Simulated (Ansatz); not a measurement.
This geometry of BFH3Sn (6 atoms, charge 0, multiplicity 2) is a first-order saddle point.

Level of theory: Ansatz 0.2.0, UKS PBE0/def2-SVP.

```xyz
6
Properties=species:S:1:pos:R:3
F -1.467 -1.421 0.801
B -0.715 -0.955 -0.182
Sn 0.590 0.784 0.143
H -0.754 -1.497 -1.264
H 1.579 1.424 -1.093
H 0.767 1.665 1.595
```

(1) Which two structures does it join? (They come from a converged band through this point; their orientation in space is the band's.)

(2) How far does it lie above each of them?

Answers

(1) No bond is made or broken. The height of Sn3 over the plane of its neighbours goes from -0.35 to 0.35 Å. The two ends are copies of one structure, up to a mirror image or an exchange of like atoms.

Image 0:

```xyz
6
Properties=species:S:1:pos:R:3
F -1.431 -1.423 0.811
B -0.706 -0.944 -0.183
Sn 0.404 0.967 0.065
H -0.737 -1.513 -1.252
H 1.646 1.344 -1.054
H 0.825 1.569 1.614
```

Image 8:

```xyz
6
Properties=species:S:1:pos:R:3
F -1.480 -1.380 0.792
B -0.710 -0.941 -0.186
Sn 0.808 0.634 0.216
H -0.786 -1.480 -1.269
H 1.494 1.474 -1.110
H 0.673 1.694 1.557
```

(2) 0.3 kcal/mol above the first and 0.3 kcal/mol above the second. This is the barrier of this one path; another mechanism may lie lower.

Time of the run: 3.9 min on 1 thread of Intel(R) Xeon(R) Platinum 8488C (Sapphire Rapids), on a shared host, peak memory 0.19 GiB.
